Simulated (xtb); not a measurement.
C₃H₁₁Si₃ (SMILES C1[SiH]C[SiH2]C[SiH2]1), doublet, from a rough starting geometry; xtb with GFN2-xTB.

Here is a job for xtb.
```
$ xtb mol.xyz --gfn 2 --uhf 1 --opt vtight --json

# file mol.xyz
17

C      1.64509753    -0.53373215    -0.87053766
Si     0.39293438    -1.93541666    -0.43533876
C     -1.38240695    -1.29829515    -0.43271317
Si    -1.63445519     0.23246431     0.69550190
C     -0.36270612     1.55783272     0.12471946
Si     1.46590819     1.03909713     0.28250142
H      1.47853916    -0.30684610    -1.88623391
H      2.66306344    -0.90235866    -0.83107964
H      0.71173986    -2.52164041     0.96320718
H     -1.64033754    -1.05029392    -1.41409133
H     -2.01117319    -2.07964296    -0.11563107
H     -1.44720656    -0.11819440     2.13424572
H     -3.03401523     0.76964596     0.55651260
H     -0.61388260     1.93449870    -0.83957959
H     -0.45646168     2.39423472     0.79163275
H      1.77299406     0.68308128     1.59885710
H      2.33861331     2.07787269    -0.28466269
```

It wrote (shortened):

```
   ID    Z sym.   atoms
    1    6 C      1, 3, 5
    2   14 Si     2, 4, 6
    3    1 H      7-17

           -------------------------------------------------
          |                Calculation Setup                |
           -------------------------------------------------

           -------------------------------------------------
          |                 G F N 2 - x T B                 |
           -------------------------------------------------

          ...................................................
          :                      SETUP                      :
          :.................................................:
          :  # basis functions                  53          :
          :  # atomic orbitals                  50          :
          :  # shells                           26          :
          :  # electrons                        35          :
          :  max. iterations                   250          :
          :  Hamiltonian                  GFN2-xTB          :
          :  restarted?                      false          :
          :  GBSA solvation                  false          :
          :  PC potential                    false          :
          :  electronic temp.          300.0000000     K    :
          :  accuracy                    1.0000000          :
          :  -> integral cutoff          0.2500000E+02      :
          :  -> integral neglect         0.1000000E-07      :
          :  -> SCF convergence          0.1000000E-05 Eh   :
          :  -> wf. convergence          0.1000000E-03 e    :
          :  Broyden damping             0.4000000          :
          :  net charge                          0          :
          :  unpaired electrons                  1          :
          ...................................................

 iter      E             dE          RMSdq      gap      omega  full diag
   1    -17.1963433 -0.171963E+02  0.564E+00    2.77       0.0  T
   2    -17.3385797 -0.142236E+00  0.262E+00    1.85       1.0  T
   3    -17.3448298 -0.625008E-02  0.234E+00    2.50       1.0  T
   4    -17.3532378 -0.840800E-02  0.961E-01    2.36       1.0  T
   5    -17.3532770 -0.392310E-04  0.406E-01    2.37       1.0  T
   6    -17.3534981 -0.221110E-03  0.155E-01    2.33       1.0  T
   7    -17.3535318 -0.337077E-04  0.658E-02    2.34       1.0  T
   8    -17.3535344 -0.254124E-05  0.365E-02    2.34       1.0  T
[...]
         :: total energy             -17.122426604452 Eh    ::
 * total energy  :   -17.1224266 Eh     change       -0.6929923E-10 Eh
 * total energy  :   -17.1328399 Eh     change       -0.1041325E-01 Eh
 * total energy  :   -17.1336746 Eh     change       -0.8347664E-03 Eh
 * total energy  :   -17.1337580 Eh     change       -0.8337748E-04 Eh
 * total energy  :   -17.1337850 Eh     change       -0.2702778E-04 Eh
 * total energy  :   -17.1337879 Eh     change       -0.2910953E-05 Eh
 * total energy  :   -17.1337895 Eh     change       -0.1534786E-05 Eh
 * total energy  :   -17.1337904 Eh     change       -0.8977954E-06 Eh
 * total energy  :   -17.1337905 Eh     change       -0.9248373E-07 Eh
   *** GEOMETRY OPTIMIZATION CONVERGED AFTER 9 ITERATIONS ***
         :: total energy             -17.133790464914 Eh    ::
[...]
largest (>0.10) Wiberg bond orders for each atom

 ---------------------------------------------------------------------------
     #   Z sym  total        # sym  WBO       # sym  WBO       # sym  WBO
 ---------------------------------------------------------------------------
     1   6 C    3.961 --     8 H    0.991     7 H    0.982     6 Si   0.908
                             2 Si   0.897
     2  14 Si   2.767 --     1 C    0.897     3 C    0.897     9 H    0.885
     3   6 C    3.961 --    11 H    0.991    10 H    0.982     4 Si   0.908
                             2 Si   0.897
     4  14 Si   3.649 --     3 C    0.908     5 C    0.904    12 H    0.887
                            13 H    0.877
     5   6 C    3.961 --    15 H    0.991    14 H    0.983     4 Si   0.904
                             6 Si   0.904
     6  14 Si   3.649 --     1 C    0.908     5 C    0.904    16 H    0.887
                            17 H    0.877
     7   1 H    1.000 --     1 C    0.982
     8   1 H    1.000 --     1 C    0.991
     9   1 H    0.990 --     2 Si   0.885
    10   1 H    1.000 --     3 C    0.982
    11   1 H    1.000 --     3 C    0.991
    12   1 H    0.986 --     4 Si   0.887
    13   1 H    0.987 --     4 Si   0.877
    14   1 H    1.000 --     5 C    0.983
    15   1 H    1.000 --     5 C    0.991
    16   1 H    0.986 --     6 Si   0.887
    17   1 H    0.987 --     6 Si   0.877
 ---------------------------------------------------------------------------

Topologies differ in total number of bonds
Writing topology from bond orders to xtbtopo.mol

molecular dipole:
                 x           y           z       tot (Debye)
 q only:        0.078      -0.387      -0.114
   full:       -0.056       0.147      -0.131       0.521
molecular quadrupole (traceless):
                xx          xy          yy          xz          yz          zz
 q only:       -1.746      -0.659       1.714      -0.084       1.507       0.032
  q+dip:       -1.311      -0.237      -1.623       1.089      -1.710       2.935
   full:       -0.438      -0.086      -0.795       0.506      -0.974       1.233

optimized geometry written to: xtbopt.xyz

           -------------------------------------------------
          | TOTAL ENERGY              -17.133790464914 Eh   |
          | GRADIENT NORM               0.000052504611 Eh/α |
          | HOMO-LUMO GAP               2.473730385615 eV   |
           -------------------------------------------------

normal termination of xtb
```
